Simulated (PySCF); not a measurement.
# Spin states of ZnO⁺

Unrestricted PBE0; basis Zn jorge-DZP-DKH, O jorge-DZP-DKH; spin-free X2C with a Gaussian nucleus; PySCF 2.14. Outer shells of the fragments: Zn+ 3d10 4s1; O 2s2 2p4.

Followed along the bond (rough minima from three points):

```
2Ms+1   unpaired  ⟨S²⟩ at the start  R at minimum (Å)  Te (eV)
    2        π ↑               0.83              1.80     0.00
    4  σ ↑, π ↑↑               3.76  none in the scan   ≤ 1.08
    2  σ ↓, π ↑↑               1.75  none in the scan   ≤ 1.25
```

Solutions found at the starting distance of 1.890 Å, counted from the lowest of them; the search is not exhaustive and high or unbound solutions are not listed, so other states can lie among these:

```
2Ms+1   unpaired   term  E (eV)  ⟨S²⟩  ⟨Lz²⟩  μ (D)
    2        π ↑     ²Π    0.00  0.83   1.01  -4.45
    4  σ ↑, π ↑↑    ⁴Σ⁻    1.29  3.76   0.00   0.76
    2  σ ↓, π ↑↑  mixed    1.47  1.75   0.00   0.79
    2  σ ↑, π ↑↓  mixed    2.16  1.75   2.00   0.71
    4  σ ↑↑, π ↑     ⁴Π    2.35  3.75   1.00   0.19
    2        σ ↑    ²Σ⁺    2.39  0.75   0.00  -5.86
    2        σ ↑  mixed    4.32  0.75   2.00   0.48
    4      π ↑↑↑     ⁴Π    6.19  3.75   1.00  -0.04
    4  σ ↑, π ↑↑  mixed    7.37  3.76   2.01  -0.56
    4  σ ↑, π ↑↑  mixed    7.52  3.76   2.01  -0.56
```

A term symbol is given only where ⟨S²⟩ and ⟨Lz²⟩ are close to those of a pure state; real π, δ and φ orbitals otherwise mix terms. A positive dipole points towards O; it is taken about the centre of mass and depends on that origin.

Counting both spins, an empty level lies below a filled one in some of these solutions, because spin and occupation are held.
